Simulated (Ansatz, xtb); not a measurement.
**Relaxing a trial structure of AlClGaH3**

The starting geometry of this gas-phase singlet has its atoms placed at random.

```xyz
6

Al   -1.0634   -0.0580   -0.2768
Cl    0.9090    1.4088    1.2477
Ga    0.6520    1.6469   -1.2111
H    -0.5515   -1.0137   -1.3010
H     0.4262   -0.1640   -1.2281
H    -0.5524   -1.6820    0.6713
```

Problem. One run relaxed it with r2SCAN-D4/def2-SVP. What is a likely outcome?

Solution. It ends as a structure with Cl2 bridging Al1 and Ga3, given below by its coordinates. Distances that change by over a tenth: Al1–H4 (1.49 → 2.19 Å). Contacts that open: Al1–H5 (1.77 → 2.32 Å), Ga3–H5 (1.83 → 4.10 Å). Contacts that close: Al1–Cl2 (2.89 → 2.29 Å), Al1–H6 (1.95 → 1.60 Å), H4–H5 (1.30 → 0.77 Å).

The energy falls by 3.57 eV over 22 steps:

```
step  E − E(last) (eV)
   1             3.567
   3             1.393
   6             0.285
   8             0.057
  10             0.034
  13             0.012
  15             0.007
  17             0.004
  20             0.000
  22             0.000
```

Final geometry (Å):

```xyz
6

Al   -0.8032    0.0941   -0.0265
Cl    1.1113    0.9970    0.8522
Ga   -0.2464    2.6070   -0.7558
H     0.2341   -0.8711   -1.7012
H     0.5275   -1.3915   -1.2101
H    -1.0034   -1.2974    0.7433
```

From the same start GFN2-xTB ends elsewhere, differing in Al1–H4 (1.63 against 2.19 Å here), Al1–H5 (1.63 against 2.32 Å here), H4–H5 (2.61 against 0.77 Å here).

From so rough a start the end depends on the optimiser's path, so another program may land elsewhere. The end wasn't checked by frequencies. Run with Ansatz 0.2.0, 45 s on 1 thread of Intel(R) Xeon(R) 6975P-C (Granite Rapids), on a shared host.
